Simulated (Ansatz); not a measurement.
Input file for `F[CH](F)[AlH][SiH3]`:

```yaml
crystal:
  periodic: [false, false, false]
  atoms:
    - {symbol: F, position_ang: [-2.789420, 1.096728, 0.837893]}
    - {symbol: C, position_ang: [-1.495074, 1.019597, 0.532777]}
    - {symbol: F, position_ang: [-0.836843, 0.283166, 1.711509]}
    - {symbol: Al, position_ang: [-0.614285, -0.651176, -0.032153]}
    - {symbol: Si, position_ang: [1.711670, -0.494382, -0.775039]}
    - {symbol: H, position_ang: [-1.055217, 2.015853, 0.609114]}
    - {symbol: H, position_ang: [-1.523450, -1.943561, -0.028318]}
    - {symbol: H, position_ang: [1.808912, -0.686324, -2.251357]}
    - {symbol: H, position_ang: [2.574796, -1.529744, -0.138735]}
    - {symbol: H, position_ang: [2.302210, 0.838843, -0.462691]}
basis:
  gaussian: {orbitals: def2-TZVPP}
correlation: {method: ccsd_t}
```

```sh
$ ansatz run in.yaml --threads 4 --pin off --events-out ev --progress --plain --max-ram 10444MiB
```

The program prints (abridged):

```
Functional definition: HF
1490 factors; integrals over basis functions are off by at most 1.4e-3 eV
mean field evaluation 1: about -20965.9908 eV, gradient 3.1e1 eV
mean field evaluation 2: about -20966.2185 eV, gradient 3.1e1 eV
mean field evaluation 4: about -20968.7585 eV, gradient 4.0e0 eV
mean field evaluation 8: about -20968.8320 eV, gradient 3.5e-1 eV
mean field evaluation 16: about -20968.8325 eV, gradient 1.2e-6 eV
mean field -20968.83253005 eV, -770.5903822940 hartree, gradient 1.2e-6 eV, S^2 0.000000; 0 other end points of the search recorded, 0 dependent functions left out
13 core orbitals not correlated: weight in the atoms' cores, before any rotation towards them, 1.000 or more for the frozen orbitals, at most 0.000 for the correlated occupied ones
reference -20968.83253005 eV, -770.5903822940 hartree; 15, 15 occupied and 219, 219 virtual orbitals, 1490 factors
second order -23.64899647 eV of doubles, -0.00000000 eV of singles
cycle   1  -24.07872990 eV  change   -4.3e-1 eV  update   1.2e-1
cycle   2  -24.72498115 eV  change   -6.5e-1 eV  update   3.8e-2
cycle   3  -24.89055551 eV  change   -1.7e-1 eV  update   2.0e-2
cycle   4  -24.87093033 eV  change    2.0e-2 eV  update   4.6e-3
cycle   5  -24.86918321 eV  change    1.7e-3 eV  update   2.1e-3
cycle   6  -24.87049042 eV  change   -1.3e-3 eV  update   6.2e-4
cycle   7  -24.87010920 eV  change    3.8e-4 eV  update   2.5e-4
cycle   8  -24.86995910 eV  change    1.5e-4 eV  update   8.5e-5
cycle   9  -24.87001140 eV  change   -5.2e-5 eV  update   4.0e-5
cycle  10  -24.87002565 eV  change   -1.4e-5 eV  update   1.5e-5
perturbative correction -0.83613829 eV, -0.0307275155 hartree
Total energy: -20994.53869399 eV, -771.5350663947 hartree
```

Hardware: 4 threads of an AMD EPYC 7R13 on a shared host. Wall time 82 s, peak host memory 5 GiB.

Correlation energy per correlated electron: -0.857 eV. T1 diagnostic: 0.0141.
